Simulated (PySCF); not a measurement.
Breaking a bond: SMILES [AlH3]. The Al1–H4 bond (Al1 also carries H, H; H4 carries nothing else) is pulled apart rigidly from the PBE0/def2-TZVP optimised geometry.

Levels: RKS-PBE = PySCF with restricted PBE/6-31G; UKS-PBE = PySCF 2.14.0 with unrestricted PBE/6-31G; UKS-B3LYP = unrestricted B3LYP/6-31G (PySCF); UCCSD(T) = CCSD(T) on UHF/6-31G, 5 core orbitals frozen run with PySCF 2.14.0.

Energies relative to the lowest point of each curve near equilibrium, in kcal/mol; the last columns give the difference from UCCSD(T):

```
R / Å  RKS-PBE  UKS-PBE  UKS-B3LYP  UCCSD(T)  RKS-PBE − UCCSD(T)  UKS-PBE − UCCSD(T)  UKS-B3LYP − UCCSD(T)
-----  -------  -------  ---------  --------  ------------------  ------------------  --------------------
1.20      44.4     44.4       42.7      45.5                -1.1                -1.1                  -2.9
1.27      27.6     27.6       26.2      28.5                -0.9                -0.9                  -2.3
1.34      15.9     15.9       14.7      16.5                -0.6                -0.6                  -1.8
1.42       7.1      7.1        6.4       7.6                -0.4                -0.4                  -1.2
1.49       2.7      2.7        2.2       2.9                -0.3                -0.3                  -0.7
1.53       1.1      1.1        0.9       1.3                -0.2                -0.2                  -0.5
1.59       0.0      0.0        0.0       0.1                -0.1                -0.1                  -0.1
1.65       0.0      0.0        0.2       0.0                 0.0                 0.0                   0.2
1.69       0.5      0.5        0.9       0.4                 0.1                 0.1                   0.5
1.73       1.3      1.3        1.9       1.2                 0.1                 0.1                   0.7
1.84       5.0      5.0        6.0       4.7                 0.3                 0.3                   1.3
1.95      10.0     10.0       11.5       9.6                 0.5                 0.5                   1.9
2.13      19.8     19.8       21.9      18.9                 0.9                 0.9                   3.0
2.39      34.8     34.8       37.8      33.0                 1.9                 1.9                   4.9
2.59      45.9     45.9       49.5      42.8                 3.0                 3.0                   6.7
2.84      58.3     58.3       62.2      53.1                 5.2                 5.2                   9.1
3.16      71.7     69.8       72.3      62.7                 8.9                 7.1                   9.6
3.45      81.4     75.0       77.3      68.2                13.2                 6.8                   9.1
3.86      91.7     78.3       80.9      71.7                20.0                 6.6                   9.2
4.24      98.4     79.3       82.3      72.6                25.8                 6.7                   9.7
4.78     104.6     79.8       83.1      72.9                31.7                 6.9                  10.2
5.52     109.1     80.0       83.4      73.0                36.1                 7.0                  10.4
```

RKS-PBE is furthest from UCCSD(T) at 5.52 (36.1 kcal/mol, above); its mean absolute difference over the points is 6.9 kcal/mol.

UKS-PBE is furthest from UCCSD(T) at 3.16 (7.1 kcal/mol, above); its mean absolute difference over the points is 2.6 kcal/mol.

UKS-B3LYP is furthest from UCCSD(T) at 5.52 (10.4 kcal/mol, above); its mean absolute difference over the points is 4.4 kcal/mol.

At the longest distance RKS-PBE leaves fractional charges on the fragments, a sign of delocalisation error or of the restricted form. The restricted form behind RKS-PBE keeps the bonding electrons paired and can't separate into open-shell fragments. The unrestricted determinant behind UKS-PBE is spin-contaminated at 3.16 to 5.52 Å (<S²> up to 1.0, against 0.00 for a pure singlet). The unrestricted determinant behind UKS-B3LYP is spin-contaminated at 2.84 to 5.52 Å (<S²> up to 1.0, against 0.00 for a pure singlet). The unrestricted determinant behind UCCSD(T) is spin-contaminated at 2.39 to 5.52 Å (<S²> up to 1.0, against 0.00 for a pure singlet).
